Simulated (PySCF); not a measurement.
# Relaxation of quintet MoHCl

Computed with PySCF, UPBE0, basis Mo def2-TZVP with ECP28, H def2-TZVP, Cl def2-TZVP (scalar-relativistic core potentials, no spin–orbit coupling, density fitting). A (50,194) grid was used.

A hand-made linear start, of C∞v symmetry, held to at least that symmetry:

```xyz
3
charge 0 multiplicity 5, angstrom
Mo    0.0000    0.0000   -0.6062
H     0.0000    0.0000   -2.3062
Cl    0.0000    0.0000    1.7638
```

Optimiser trace:
```json
{"step": "0", "E − E(last) (kJ/mol)": "5.75", "largest gradient (Eh/bohr)": "0.02694"}
{"step": "1", "E − E(last) (kJ/mol)": "2.19", "largest gradient (Eh/bohr)": "0.01662"}
{"step": "2", "E − E(last) (kJ/mol)": "0.00", "largest gradient (Eh/bohr)": "0.00041"}
{"step": "3", "E − E(last) (kJ/mol)": "0.00", "largest gradient (Eh/bohr)": "0.00013"}
```

It ends at C∞v with Mo–Cl 2.304 Å, Mo–H 1.791 Å; Cl–Mo–H 180.0°. No frequency check is given, so it may be a saddle point. Other isomers or separated fragments may lie lower.

Final geometry:
Z-matrix (Å, degrees; charge 0 multiplicity 5):
```
Mo
H  1 1.7912
Cl 1 2.3039 2 180.00
```

With open d or f shells other occupations or spin states may lie lower.

The relaxation took 8.2 s on 2 threads of a shared Arm Neoverse V1 host, with 83 basis functions and 4 gradients; the process peaked at 0.53 GiB. Launch command: `OMP_NUM_THREADS=2 python axn.py task.json out`.
